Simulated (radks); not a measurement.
Valence configurations of Ge2+ (all share [Ar]). All-electron calculation, Dirac Kohn-Sham, BLYP, spin-unpolarised, spherical densities, finite nucleus; open shells fill j = l - 1/2 first; Fermi nuclear charge, rms radius 4.0742 fm. Program: a radial shooting solver on a logarithmic mesh with Libxc functionals. Order these by energy: 3d10 4p2; 3d9 4s1.5 4p1.5; 3d9 4s2 4p1; 3d10 4s2; 3d10 4s0.5 4p1.5; 3d9 4s0.5 4p2.5; 3d9.5 4s2 4p0.5; 3d10 4s1 4p1; 3d8 4s2 4p2; 3d9 4s1 4p2.

Answer. From the lowest, in eV above it: 3d10 4s2 0.000; 3d10 4s1 4p1 9.303; 3d10 4s0.5 4p1.5 14.014; 3d9.5 4s2 4p0.5 15.379; 3d10 4p2 18.762; 3d9 4s2 4p1 32.831; 3d9 4s1.5 4p1.5 37.865; 3d9 4s1 4p2 42.934; 3d9 4s0.5 4p2.5 48.230; 3d8 4s2 4p2 74.279. NIST lists [Ar] 3d10 4s2 as the ground configuration; this level of theory agrees among the configurations tried. The energies are those of spherical spin-averaged densities, not of single terms.
